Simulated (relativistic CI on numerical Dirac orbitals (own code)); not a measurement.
# Sensitivity of the levels of Nb²³⁺ to α and to the nuclear radius

Calculated at this level of theory: Dirac-Coulomb-Breit CI, separate exchange-only KLI orbitals for each configuration, derivatives by finite differences, unscaled Slater integrals, QED left out (own radial code, finite nucleus).

Configuration list (outside the closed core [Ne]): 3s2 3p6, 3s2 3p5 3d, 3s 3p6 3d, 3p6 3d2, 3p5 3d3. Double excitations out of closed p, d and f shells are left out; levels of such configurations are missing from the list, as are those of other unlisted configurations, and high levels can miss mixing partners.

With x = (α/α₀)² − 1 an excitation energy changes as ω = ω₀ + qx; K = 2q/ω₀ is the relative enhancement. Terms are leading LS components, so labels can repeat. The field-shift factor is F = δν/δ⟨r²⟩ for the transition from the lowest level.

Lowest level 3s2 3p6 1S_0.

```
           Level  ω₀ (cm⁻¹)  q (cm⁻¹)       K  F (GHz/fm²)
3s2 3p5 3d 3P°_0     861251     11810  0.0274         1.36
3s2 3p5 3d 3P°_1     880975     22740  0.0516         1.34
3s2 3p5 3d 3P°_2     920313     38640   0.084         1.35
3s2 3p5 3d 3F°_3     921480     16330  0.0355         1.37
3s2 3p5 3d 3F°_4     929751     43980  0.0946         1.58
3s2 3p5 3d 1D°_2     951791     37480  0.0788         1.39
3s2 3p5 3d 3D°_3     995511     44250  0.0889         1.65
3s2 3p5 3d 3D°_1    1047670     92690   0.177        0.694
3s2 3p5 3d 3F°_2    1080179    174800   0.324       -0.647
3s2 3p5 3d 3D°_2    1121620    203700   0.363       -0.408
3s2 3p5 3d 1F°_3    1135334    211300   0.372       -0.515
3s2 3p5 3d 1P°_1    1322211    129100   0.195        0.477
  3s 3p6 3d 3D_1    1814317    221100   0.244         -176
  3s 3p6 3d 3D_2    1824420    228700   0.251         -176
  3s 3p6 3d 3D_3    1847298    254000   0.275         -176
  3s 3p6 3d 1D_2    1917875    249700    0.26         -179
    3p6 3d2 3F_2    3683852    447400   0.243         -353
    3p6 3d2 3F_3    3708955    475800   0.257         -353
    3p6 3d2 3F_4    3731957    495000   0.265         -353
    3p6 3d2 3P_0    3753028    457700   0.244         -353
    3p6 3d2 1D_2    3756712    472600   0.252         -353
    3p6 3d2 3P_1    3766555    476900   0.253         -353
    3p6 3d2 1G_4    3792816    488800   0.258         -353
```

At this charge energies of transitions that change n are usually good to better than 1 %, and those within a shell (Δn = 0) to a few per cent.
